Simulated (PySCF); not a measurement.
A PySCF script (with the pyscf-properties extension) for the NMR shieldings of `O=S1(=O)CCCCC1`, C$_{5}$H$_{10}$O$_{2}$S, on a PBE0-D3(BJ)/def2-SVP geometry:

```python
import basis_set_exchange as bse
import numpy as np
from pyscf import gto, dft
from pyscf.prop import nmr

atoms = """
O    -2.704762    0.620972    0.546219
S    -1.459225    0.364212   -0.169889
O    -1.352410    0.611368   -1.609792
C    -0.125436    1.261877    0.626184
C     1.220853    0.832965    0.061375
C     1.495419   -0.657875    0.253198
C     0.458718   -1.562060   -0.412076
C    -0.950031   -1.332127    0.115738
H    -0.225500    1.072500    1.706326
H    -0.360404    2.319787    0.433291
H     1.239255    1.083816   -1.011670
H     2.012042    1.428335    0.544059
H     2.492665   -0.895873   -0.147900
H     1.535545   -0.884495    1.334228
H     0.450505   -1.387840   -1.500304
H     0.725053   -2.619736   -0.258037
H    -1.711754   -1.932437   -0.404782
H    -1.044792   -1.508071    1.198582
"""
names = dict.fromkeys(["O", "S", "C", "H"], "pcSseg-1")
basis = {el: gto.basis.parse(bse.get_basis(n, elements=[el], fmt="nwchem")) for el, n in names.items()}
mol = gto.M(atom=atoms, basis=basis, charge=0, verbose=0)
mf = dft.RKS(mol, xc="PBE0")
mf.grids.level = 2
mf.grids.alignment = dft.numint.BLKSIZE   # the property module wants whole blocks of grid points
mf.conv_tol = 1e-9
mf.kernel()

calc = nmr.RKS(mf)   # GIAO
C = mf.mo_coeff
Co = C[:, mf.mo_occ > 0]
resp = mf.gen_response(singlet=True, hermi=2)
def vind(x):   # induced exchange potential for any number of trial vectors
    d = np.einsum("pi,xij,qj->xpq", C, 2 * x.reshape(-1, C.shape[1], Co.shape[1]), Co, optimize=True)
    return np.einsum("xpq,pi,qj->xij", resp(d - d.transpose(0, 2, 1)), C, Co, optimize=True).ravel()
mo1, _ = nmr.rhf.solve_mo1(calc, with_cphf=vind)
sigma = calc.kernel(mo1)
for i, s in enumerate(sigma):   # ppm
    print("%2d %-2s %9.2f" % (i, mol.atom_pure_symbol(i), np.trace(s) / 3))
```

Q: Give the expected output.

A: 
```
 0 O     119.96
 1 S     203.09
 2 O     134.95
 3 C     127.53
 4 C     159.06
 5 C     158.29
 6 C     159.04
 7 C     127.50
 8 H      28.86
 9 H      28.50
10 H      29.28
11 H      29.54
12 H      29.70
13 H      30.22
14 H      29.28
15 H      29.54
16 H      28.50
17 H      28.87
```

These numbers come from an equivalent density-fitted implementation of the same equations, which agrees with the script to about 0.01 ppm for H and up to a few tenths of a ppm for heavy atoms, so last digits may differ.

Q: Turn these shieldings into chemical shifts. Scale: H2O for ¹⁷O (σ = 334.56 ppm); ³³S (σ = 495.66 ppm) against CS2; ¹³C (σ = 184.41 ppm) and ¹H (σ = 31.27 ppm) against TMS (reference shieldings calculated alike).

A: Averaging equivalent atoms: O 0/2: 207.1; S 1: 293; C 3/7: 56.9; C 5: 26.1; C 4/6: 25.4; H 8/9/16/17: 2.58; H 10/11/14/15: 1.86; H 12/13: 1.31 ppm. Experimental scales use liquid or dissolved standards, which lie at an offset from isolated H2O (liquid H2O: subtract about 36 ppm).

Size and cost of the density-fitted run: 193 basis functions, 30 s wall time on 1 thread of an Arm Neoverse V1, shared host.
